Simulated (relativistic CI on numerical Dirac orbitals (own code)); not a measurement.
**Forbidden lines of Ho XXVI**

Computed by Dirac-Coulomb-Breit CI, separate exchange-only KLI orbitals for each configuration, model QED, unscaled Slater integrals (own radial code, finite nucleus).

Configuration list (outside the closed core [Ar] 3d10): 4s²4p⁶4d⁶, 4s²4p⁵4d⁷, 4s²4p⁶4d⁵4f, 4s²4p⁴4d⁸, 4s4p⁶4d⁷, 4p⁶4d⁸, 4s4p⁶4d⁶4f, 4s²4p⁶4d⁵5s, 4s4p⁵4d⁸, 4s²4p⁶4d⁵5d, 4s²4p⁶4d⁴5s², 4s²4p⁴4d⁷5s, 4s²4p⁶4d⁵6s, 4s4p⁶4d⁶5s, 4p⁶4d⁷5s, 4s4p⁶4d⁵5s². Levels of other configurations are missing.

```csv
λ vac (Å),Lower,Upper,Type,A (s⁻¹),log gf
629.33,4s²4p⁶4d⁶ ⁵D4 [1],4s²4p⁶4d⁶ ³F4 [18],M1,1.05e+03,-6.25
655.25,4s²4p⁶4d⁶ ⁵D4 [1],4s²4p⁶4d⁶ ³F3 [17],M1,1.78e+03,-6.10
739.64,4s²4p⁶4d⁶ ³P2 [2],4s²4p⁶4d⁶ ³F3 [17],M1,1.53e+03,-6.06
779.93,4s²4p⁶4d⁶ ⁵D1 [5],4s²4p⁶4d⁶ ³P1 [23],M1,4.21e+03,-5.94
789.04,4s²4p⁶4d⁶ ³P2 [2],4s²4p⁶4d⁶ ³D2 [15],M1,1.51e+03,-6.15
826.71,4s²4p⁶4d⁶ ³P2 [2],4s²4p⁶4d⁶ ³D1 [12],M1,9.59e+02,-6.53
891.06,4s²4p⁶4d⁶ ⁵D3 [4],4s²4p⁶4d⁶ ³D3 [19],M1,6.66e+03,-5.26
908.57,4s²4p⁶4d⁶ ⁵D4 [6],4s²4p⁶4d⁶ ³G3 [21],M1,1.79e+03,-5.81
917.88,4s²4p⁶4d⁶ ⁵D4 [1],4s²4p⁶4d⁶ ³F3 [10],M1,3.79e+03,-5.47
985.57,4s²4p⁶4d⁶ ⁵D3 [4],4s²4p⁶4d⁶ ³F4 [18],M1,3.95e+02,-6.29
1020.0,4s²4p⁶4d⁶ ⁵D4 [6],4s²4p⁶4d⁶ ³H5 [20],M1,3.41e+02,-6.23
1031.7,4s²4p⁶4d⁶ ⁵D4 [6],4s²4p⁶4d⁶ ³D3 [19],M1,4.55e+03,-5.29
1056.6,4s²4p⁶4d⁶ ⁵D4 [1],4s²4p⁶4d⁶ ³G5 [7],M1,1.46e+03,-5.57
1092.5,4s²4p⁶4d⁶ ³P2 [2],4s²4p⁶4d⁶ ³F3 [10],M1,7.73e+02,-6.01
1101.3,4s²4p⁶4d⁶ ³F2 [9],4s²4p⁶4d⁶ ³P1 [23],M1,1.33e+03,-6.14
1107.2,4s²4p⁶4d⁶ ³G5 [7],4s²4p⁶4d⁶ ¹I6 [22],M1,1.78e+03,-5.37
1111.5,4s²4p⁶4d⁶ ³P0 [3],4s²4p⁶4d⁶ ³D1 [12],M1,3.11e+03,-5.76
1137.0,4s²4p⁶4d⁶ ³H6 [8],4s²4p⁶4d⁶ ¹I6 [22],M1,4.05e+03,-4.99
1137.8,4s²4p⁶4d⁶ ³P2 [2],4s²4p⁶4d⁶ ³F2 [9],M1,5.38e+03,-5.28
1153.2,4s²4p⁶4d⁶ ⁵D3 [4],4s²4p⁶4d⁶ ³D2 [15],M1,4.84e+03,-5.32
1160.5,4s²4p⁶4d⁶ ⁵D4 [6],4s²4p⁶4d⁶ ³F4 [18],M1,1.17e+04,-4.67
1244.5,4s²4p⁶4d⁶ ⁵D1 [5],4s²4p⁶4d⁶ ¹S0 [16],M1,1.53e+04,-5.45
1290.4,4s²4p⁶4d⁶ ³F2 [9],4s²4p⁶4d⁶ ³G3 [21],M1,2.22e+03,-5.41
1311.3,4s²4p⁶4d⁶ ⁵D1 [5],4s²4p⁶4d⁶ ³D2 [15],M1,1.50e+03,-5.71
1313.7,4s²4p⁶4d⁶ ³G5 [7],4s²4p⁶4d⁶ ³H5 [20],M1,2.41e+03,-5.16
1354.1,4s²4p⁶4d⁶ ³F3 [10],4s²4p⁶4d⁶ ³G3 [21],M1,4.03e+03,-5.11
1355.9,4s²4p⁶4d⁶ ³H6 [8],4s²4p⁶4d⁶ ³H5 [20],M1,4.57e+03,-4.86
1374.9,4s²4p⁶4d⁶ ⁵D4 [1],4s²4p⁶4d⁶ ⁵D4 [6],M1,7.14e+03,-4.74
1399.9,4s²4p⁶4d⁶ ⁵D1 [5],4s²4p⁶4d⁶ ³P0 [13],M1,7.04e+03,-5.68
1418.7,4s²4p⁶4d⁶ ⁵D1 [5],4s²4p⁶4d⁶ ³D1 [12],M1,1.02e+03,-6.03
1425.5,4s²4p⁶4d⁶ ⁵D3 [4],4s²4p⁶4d⁶ ⁵D2 [11],M1,9.79e+03,-4.83
1485.9,4s²4p⁶4d⁶ ⁵D4 [6],4s²4p⁶4d⁶ ³G4 [14],M1,9.85e+02,-5.53
1553.7,4s²4p⁶4d⁶ ³F2 [9],4s²4p⁶4d⁶ ³D3 [19],M1,1.80e+03,-5.34
1556.3,4s²4p⁶4d⁶ ³G5 [7],4s²4p⁶4d⁶ ³F4 [18],M1,2.52e+03,-5.08
1675.0,4s²4p⁶4d⁶ ⁵D1 [5],4s²4p⁶4d⁶ ⁵D2 [11],M1,1.86e+03,-5.41
1732.2,4s²4p⁶4d⁶ ³D1 [12],4s²4p⁶4d⁶ ³P1 [23],M1,2.01e+03,-5.57
1741.1,4s²4p⁶4d⁶ ⁵D4 [1],4s²4p⁶4d⁶ ⁵D3 [4],M1,4.73e+03,-4.82
1761.2,4s²4p⁶4d⁶ ³P0 [13],4s²4p⁶4d⁶ ³P1 [23],M1,1.78e+03,-5.61
1941.4,4s²4p⁶4d⁶ ⁵D3 [4],4s²4p⁶4d⁶ ³F3 [10],M1,5.80e+02,-5.64
1981.2,4s²4p⁶4d⁶ ³P2 [2],4s²4p⁶4d⁶ ⁵D1 [5],M1,5.04e+03,-5.05
2113.5,4s²4p⁶4d⁶ ³F2 [9],4s²4p⁶4d⁶ ³F3 [17],M1,3.38e+02,-5.80
2338.5,4s²4p⁶4d⁶ ³G4 [14],4s²4p⁶4d⁶ ³G3 [21],M1,8.17e+02,-5.33
2498.5,4s²4p⁶4d⁶ ³P2 [2],4s²4p⁶4d⁶ ⁵D3 [4],M1,8.86e+02,-5.24
2761.5,4s²4p⁶4d⁶ ⁵D4 [6],4s²4p⁶4d⁶ ³F3 [10],M1,3.08e+02,-5.61
3253.6,4s²4p⁶4d⁶ ³G4 [14],4s²4p⁶4d⁶ ³H5 [20],M1,3.45e+02,-5.22
```

Terms are leading LS components. Brackets give the number of a level in order of energy, since labels repeat. The list gives strong lines, with weight on those to low levels, among the lowest 200 of 2774 levels, so that lines to higher ones, which can be the strongest, are missing. Levels whose partners in the same complex of configurations lie outside the list can be far off, and so can their lines. Rates are taken at the computed energies, electric ones in the length gauge.

At this charge energies of transitions that change n are usually good to better than 1 %, and those within a shell (Δn = 0) to a few per cent. Terms inside the open d or f shell come out 10 to 20 % too wide with unscaled integrals.

LS names give the leading component of a level, which can be under half, so a name can repeat, a term be missing and a line seem to break the LS rules.
